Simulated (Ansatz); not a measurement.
Cu₂F₂⁺, relaxed as a doublet with UKS B3LYP-D4/def2-SVP in Ansatz, starting from the GFN2-xTB geometry. Force threshold 0.02 eV/Å.

The structure comes from a short search, and lower isomers may exist.

Start:

```tsv
atom	x (Å)	y (Å)	z (Å)
Cu1	0.014	-0.272	-0.937
Cu2	-0.037	0.785	2.656
F3	0.031	-0.762	-2.560
F4	-0.007	0.249	0.841
```

(1) Estimate the energy that the relaxation releases and the steps that it takes.

(2) Does the start keep its bonding and symmetry?

(3) Predict the relaxed structure.

Answers

(1) 0.01 eV, in 3 steps; 31 s on 4 threads of Arm Neoverse V2 on a shared host. No frequencies were taken in this run, so the end may be a saddle point.

(2) By distances, no bond broke or formed. The bond that changes most is Cu1–F4, from 1.85 to 1.82 Å (atoms count from 1). Point group C∞v at the start, C∞v at the end, both within 0.05 Å.

(3) 
```xyz
4

Cu    0.012   -0.270   -0.916
Cu   -0.036    0.780    2.635
F     0.032   -0.758   -2.553
F    -0.008    0.247    0.834
```
Bond lengths (bridged metal pairs left out): 3 × Cu–F 1.71 to 1.88 Å.
